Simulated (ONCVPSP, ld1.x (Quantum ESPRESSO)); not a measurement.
# Potentials for carbon (C) compared

Generated with ld1.x 7.5 (TM, RRKJ, ultrasoft, PAW), atompaw 4.2 or ONCVPSP 4.0.1. The cutoff is in Ry: for ld1.x and atompaw files where the sum of valence levels is converged to 10 mRy in a Bessel basis, for ONCV files where the hardest occupied wave has 1 mHa per electron of residual kinetic energy. The error is the largest all-electron minus pseudo excitation energy over each file’s own four to seven test configurations (ionisations up to +4, promotions, holes and added fractions of an electron), all of which were solved. The labels leave out finer settings (local radius, basis sizes, second energies), which also bear on the numbers. Spin-polarised tests are not counted. The rows are a selection from randomly drawn settings: files with unsolved tests, undetermined cutoffs or missed reference levels are left out.

A true bound ghost makes a file unfit for plane-wave use even where its test errors are small: the radial tests pick states by their node count and pass the ghost by.

| potential | cutoff (Ry) | largest error (meV) | bound ghosts |
| --- | --- | --- | --- |
| ONCV, PBE, scalar-relativistic, rc 1.15/2.35 (sp), local smoothed, core correction no, reference 2s2 2p1.5, qcut 5/5.9, projectors 2/2 | 62 | +748 | none |
| PAW, Wu–Cohen, scalar-relativistic, rc 1.20/2.80 (sp), local smoothed, core correction yes, reference 2s2 2p1.5 | 8 | +62 | none |
| ONCV, PBE, fully relativistic, rc 0.85/2.40/2.10 (spd), local smoothed, core correction yes, reference 2s2 2p2, qcut 6.8/4.9/3.9, projectors 2/3/2 | 69 | +1195 | s |
| ONCV, LDA (Perdew-Wang 92), scalar-relativistic, rc 0.85/0.85/0.75 (spd), local smoothed, core correction yes, reference 2s2, qcut 9.9/7.7/14.2, projectors 1/2/3 | 81 | +6.6 | none |
| ONCV, PBEsol, scalar-relativistic, rc 0.95/0.95 (sp), local s, core correction no, reference 2s2, qcut 5.6/9.4, projectors 0/2 | 74 | +109 | none |
| ONCV, PBEsol, scalar-relativistic, rc 1.15/1.80 (sp), local smoothed, core correction no, reference 2s2 2p1.75, qcut 4.8/7, projectors 2/2 | 114 | +411 | none |
| ultrasoft, LDA (PZ), non-relativistic, rc 1.55/2.00 (sp), local smoothed, core correction yes, reference 2s2 2p2 | 15 | +280 | none |

(1) Fill in the row for C: ONCV, PBE, scalar-relativistic, rc 0.55/2.95/2.70 (spd), local smoothed, core correction no, reference 1s2 2s2 2p2, qcut 21.1/4.5/3.8, projectors 2/2/2.

(2) Fill in the row for C: ONCV, PBEsol, non-relativistic, rc 1.00/2.85/2.50 (spd), local smoothed, core correction yes, reference 2s2 2p2, qcut 7.8/5.5/3.6, projectors 3/2/2.

## Answers

(1) cutoff 371 Ry, largest error +2403 meV, bound ghosts: p.

(2) cutoff 42 Ry, largest error +1674 meV, bound ghosts: s.
